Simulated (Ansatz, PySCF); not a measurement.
Gas-phase reaction in SMILES: C[Si](C)(C)Cl → [CH3] (CH3) + C[Si](C)Cl (the C-Si bond at the site shown breaks; other sites are not compared here)
Geometries: B3LYP-D3(BJ)/def2-TZVP minima from Ansatz (a quantum-chemistry and plane-wave program). Frequencies are from Ansatz or PySCF.
Geometry of the first species:
```xyz
14

Si    -0.0511     0.1244    -0.3069
Cl     0.2680    -0.6522     1.6091
C     -1.7444    -0.4328    -0.8596
C      1.2876    -0.5566    -1.4147
C      0.0483     1.9836    -0.1788
H     -2.5174    -0.0672    -0.1816
H     -1.8077    -1.5218    -0.8893
H     -1.9624    -0.0520    -1.8609
H      1.2502    -1.6467    -1.4491
H      2.2767    -0.2630    -1.0593
H      1.1666    -0.1798    -2.4338
H     -0.1124     2.4418    -1.1583
H     -0.7094     2.3699     0.5050
H      1.0268     2.2990     0.1872
```
Charge 0, spin multiplicity 1.

Quantity: bond dissociation energy (enthalpy at 298 K, with B3LYP-D3(BJ) rigid-rotor harmonic-oscillator terms), in kcal/mol. Valence correlation only, unless marked. UHF or UKS for open shells. Spin-orbit coupling is left out. Non-relativistic. CBS marks a two-point X^-3 extrapolation of the correlation energy; Hartree-Fock from the larger set. The bracket is a focal-point correction in the basis named.

RI-MP2/CBS(cc-pV(T+d)Z,cc-pV(Q+d)Z)+[CCSD(T)-MP2]/cc-pV(T+d)Z (Ansatz) gives 94.0 kcal/mol.

Q: Another calculation gave 95.0 kcal/mol. Which level was it?
(A) r2SCANh/def2-TZVPD (Ansatz)
(B) wB97M-V/def2-TZVPD (Ansatz)
(C) B2PLYP/def2-TZVPD (Ansatz)
(D) B97M-V/def2-TZVPD (Ansatz)

A: B, wB97M-V/def2-TZVPD (Ansatz). The others give 88.6 (B2PLYP), 85.1 (r2SCANh), 91.9 (B97M-V) kcal/mol.
